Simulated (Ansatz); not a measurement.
```yaml
crystal:
  periodic: [true, true, true]
  atoms:
    - {symbol: C, position_ang: [2.084217, 1.266211, -1.516537]}
    - {symbol: C, position_ang: [1.471574, 0.322655, -0.484256]}
    - {symbol: C, position_ang: [2.208057, 0.437061, 0.853764]}
    - {symbol: Al, position_ang: [-0.472577, 0.584245, -0.257866]}
    - {symbol: N, position_ang: [-1.192948, 2.066871, -0.917422]}
    - {symbol: C, position_ang: [-1.666871, -0.722425, 0.616678]}
    - {symbol: C, position_ang: [-2.203336, -1.713852, -0.420482]}
    - {symbol: C, position_ang: [-1.009065, -1.469958, 1.774696]}
    - {symbol: H, position_ang: [3.160408, 1.087540, -1.636747]}
    - {symbol: H, position_ang: [1.623825, 1.161140, -2.503025]}
    - {symbol: H, position_ang: [1.971361, 2.313538, -1.216072]}
    - {symbol: H, position_ang: [1.607118, -0.707980, -0.843954]}
    - {symbol: H, position_ang: [1.834511, -0.270634, 1.599205]}
    - {symbol: H, position_ang: [2.112042, 1.441343, 1.280974]}
    - {symbol: H, position_ang: [3.282580, 0.247661, 0.735552]}
    - {symbol: H, position_ang: [-0.691824, 2.771047, -1.434707]}
    - {symbol: H, position_ang: [-2.162941, 2.325938, -0.837683]}
    - {symbol: H, position_ang: [-2.523494, -0.160880, 1.014193]}
    - {symbol: H, position_ang: [-2.890858, -2.437508, 0.036146]}
    - {symbol: H, position_ang: [-1.395392, -2.296899, -0.877281]}
    - {symbol: H, position_ang: [-2.745279, -1.218217, -1.231577]}
    - {symbol: H, position_ang: [-0.125551, -2.026166, 1.443381]}
    - {symbol: H, position_ang: [-0.685965, -0.798903, 2.575984]}
    - {symbol: H, position_ang: [-1.694589, -2.202228, 2.220337]}
basis:
  gaussian: {orbitals: aug-pcseg-2, fitting: {mean_field: cc-pVTZ-jkfit}}
total_charge: 1
magnetization: {spin_polarized: true, initial_magnetization: 1}
hamiltonian: {xc: {name: B97}}
```

```sh
$ ansatz run in.yaml --threads 4 --pin off --events-out ev --progress --plain --max-ram 66560MiB --backend cuda --devices 0, --max-vram 37GiB
```

Output, abridged:

```
Error: YAML parse error: error: line 2 column 3: crystal: missing field `lattice` (a structure is typed as `lattice` and `atoms`, a molecule's as `atoms` in Å alone, or read from a run's directory, `checkpoint`)
 --> <input>:2:3
1 | crystal:
2 |   periodic: [true, true, true]
3 |   atoms:
4 |     - {symbol: C, position_ang: [2.084217, 1.266211, -1.516537]}
```

(1) Something in this input is off. What?

Answers

(1) The molecule is marked periodic without a cell. The input was rejected before any iteration.
